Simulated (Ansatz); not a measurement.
Relaxation of ClH₅HfO₄ (11 atoms, charge 0, multiplicity 1), to a largest force component of 0.03 eV/Å in at most 50 steps.

All numbers below come from Ansatz 0.2.0, RKS PBE0-D4/def2-SVP.

```xyz
11
Properties=species:S:1:pos:R:3:forces:R:3
Hf 0.542 0.147 -0.277 0.36 0.43 0.78
O -0.915 -0.010 2.636 0.75 0.38 -0.06
H -1.596 0.672 2.659 0.02 -0.01 0.00
O 1.607 -0.121 -1.842 0.00 -0.03 -0.01
H 2.064 -0.472 -2.604 -0.01 0.03 0.02
O -1.030 1.172 -0.698 0.00 0.00 -0.01
H -1.746 1.595 -1.166 0.01 -0.01 0.02
O 0.049 -1.616 0.348 -0.04 -0.01 0.04
H -0.516 -1.731 1.124 0.02 0.00 -0.02
Cl 1.870 1.342 1.460 -0.48 -0.41 -0.56
H -0.091 0.472 2.874 -0.62 -0.36 -0.20
```

Q: Where does it end, and by what steps?

A: It converged. After 19 steps the energy has fallen by 0.472 eV; H9 moved furthest, 1.08 Å. Joined: Hf1–O2 (3.26 → 2.37 Å).

```
step  energy less start (eV)  largest force component (eV/Å)  accepted
   0                  0.0000                           0.781       yes
   1                 -0.0550                           1.253       yes
   2                 -0.1711                           0.808       yes
   3                 -0.2891                           0.605       yes
   4                 -0.3236                           0.688       yes
   5                 -0.3544                           0.658       yes
   6                 -0.3753                           0.486       yes
   7                 -0.4293                           0.326       yes
   8                 -0.4202                           1.119        no
   9                 -0.4436                           0.192       yes
  10                 -0.4514                           0.535       yes
  11                 -0.4545                           0.355       yes
  12                 -0.4558                           0.457       yes
  13                 -0.3142                           2.019        no
  14                 -0.4679                           0.252       yes
  15                 -0.4689                           0.111       yes
  16                 -0.4714                           0.051       yes
  17                 -0.4719                           0.093       yes
  18                 -0.4721                           0.046       yes
  19                 -0.4723                           0.028       yes
```

```xyz
11
Properties=species:S:1:pos:R:3
Hf 0.394 -0.013 0.174
O -0.746 0.474 2.198
H -1.412 1.078 1.830
O 1.236 0.026 -1.551
H 1.764 -0.038 -2.343
O -1.201 1.099 -0.231
H -1.488 1.420 -1.090
O 0.055 -1.877 0.502
H -0.338 -2.717 0.728
Cl 2.149 1.003 1.517
H -0.174 0.995 2.779
```

Whether the end is a true minimum wasn't checked by a vibrational analysis.

Time of the run: 83 s on 4 threads of Intel(R) Xeon(R) Platinum 8175M CPU @ 2.50GHz (Skylake/Cascade Lake) (shared host), peak memory 0.38 GiB.
